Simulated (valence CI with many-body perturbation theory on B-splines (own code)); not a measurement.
# Cl⁴⁺ in three bases

Computed by relativistic CI+MBPT: three valence electrons over a frozen Dirac-Fock core [Ne], radial functions for each j: 9 s, 9 p, 8 d, 6 f, 3 g, 1 h, with the one-electron correlation potential Σ1 (screened to all orders), the two-electron term Σ2, the three-electron term Σ3, Breit, model QED; selected single and double excitations, second order for the rest, scaled by the run's own slope (own B-spline code, finite nucleus).

No measured spectrum was set against this ion. As an estimate, levels hold to about 100 cm⁻¹ or 0.05 % of their energy and the worst to 300 or 400 cm⁻¹, as in measured light ions of charge 2 to 7.

The reference run has the lowest level 3s2 3p 2P°_1/2 and an ionisation energy of 67.7357 eV. Its largest variational space holds 10325 state functions.

Names give the largest LS component (configuration and term), which can be under half, so a name can repeat, a term be missing and a line seem to break the LS rules; names also repeat where a configuration has a term twice.

Changed runs:
A. basis 6 s, 6 p, 5 d, 3 f, 1 g
B. basis 5 s, 5 p, 4 d, 2 f

Excitation energies of the reference run in cm⁻¹, and shifts in cm⁻¹:

```tsv
Level	Reference	A	B
3s2 3p 2P°_3/2	1493	-0.6	-0.8
3s 3p2 4P_1/2	85463	-79	-223
3s 3p2 4P_3/2	86001	-79	-223
3s 3p2 4P_5/2	86847	-79	-223
3s 3p2 2D_3/2	113196	+18	+68
3s 3p2 2D_5/2	113269	+18	+68
3s 3p2 2S_1/2	146811	+141	+446
3s 3p2 2P_1/2	158092	+99	+298
3s 3p2 2P_3/2	159055	+99	+297
3s2 3d 2D_3/2	185932	+195	+845
3s2 3d 2D_5/2	185961	+194	+844
3p3 2D°_3/2	222409	-37	-131
Ionisation energy (eV)	67.7357	-0.0116	-0.0312
```
